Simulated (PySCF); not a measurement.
## P (phosphorus, neutral) across methods

[Ne] 3s2 3p2 4s1, high-spin 4P determinant (an excited configuration). Computed with PySCF 2.14 in aug-cc-pCVTZ-DK with one added diffuse shell each of s, p, d, f type (9s8p6d4f, 91 functions), with the spin-free X2C one-electron Hamiltonian (Gaussian nucleus).

```json
{"method": "LDA", "E (hartree)": "-340.5622", "mean ε 3s β (eV)": "-17.130", "mean ε 3p α (eV)": "-10.036", "mean ε 4s α (eV)": "-2.188", "Σ⟨r²⟩ (bohr²)": "61.24", "⟨S²⟩": "3.751"}
{"method": "UHF", "E (hartree)": "-341.28891", "mean ε 3s β (eV)": "-20.750", "mean ε 3p α (eV)": "-15.010", "mean ε 4s α (eV)": "-3.303", "Σ⟨r²⟩ (bohr²)": "67.45", "⟨S²⟩": "3.763"}
{"method": "r2SCAN", "E (hartree)": "-341.8042", "mean ε 3s β (eV)": "-17.152", "mean ε 3p α (eV)": "-10.618", "mean ε 4s α (eV)": "-2.127", "Σ⟨r²⟩ (bohr²)": "63.27", "⟨S²⟩": "3.758"}
{"method": "PBE", "E (hartree)": "-341.6863", "mean ε 3s β (eV)": "-16.966", "mean ε 3p α (eV)": "-10.121", "mean ε 4s α (eV)": "-2.121", "Σ⟨r²⟩ (bohr²)": "62.19", "⟨S²⟩": "3.753"}
{"method": "PW91", "E (hartree)": "-341.8317", "mean ε 3s β (eV)": "-17.009", "mean ε 3p α (eV)": "-10.153", "mean ε 4s α (eV)": "-2.141", "Σ⟨r²⟩ (bohr²)": "61.83", "⟨S²⟩": "3.753"}
{"method": "PBE0", "E (hartree)": "-341.7109", "mean ε 3s β (eV)": "-18.237", "mean ε 3p α (eV)": "-11.486", "mean ε 4s α (eV)": "-2.491", "Σ⟨r²⟩ (bohr²)": "63.01", "⟨S²⟩": "3.755"}
{"method": "TPSS", "E (hartree)": "-341.8571", "mean ε 3s β (eV)": "-16.979", "mean ε 3p α (eV)": "-10.353", "mean ε 4s α (eV)": "-2.051", "Σ⟨r²⟩ (bohr²)": "62.94", "⟨S²⟩": "3.755"}
{"method": "LC-wPBE", "E (hartree)": "-341.7282", "mean ε 3s β (eV)": "-21.303", "mean ε 3p α (eV)": "-14.463", "mean ε 4s α (eV)": "-3.557", "Σ⟨r²⟩ (bohr²)": "65.13", "⟨S²⟩": "3.756"}
{"method": "M06-L", "E (hartree)": "-341.8038", "mean ε 3s β (eV)": "-17.189", "mean ε 3p α (eV)": "-10.378", "mean ε 4s α (eV)": "-2.029", "Σ⟨r²⟩ (bohr²)": "63.29", "⟨S²⟩": "3.755"}
```

The outer electron is Rydberg-like, and this basis confines it to a smaller radius and binds it less than a complete one would.
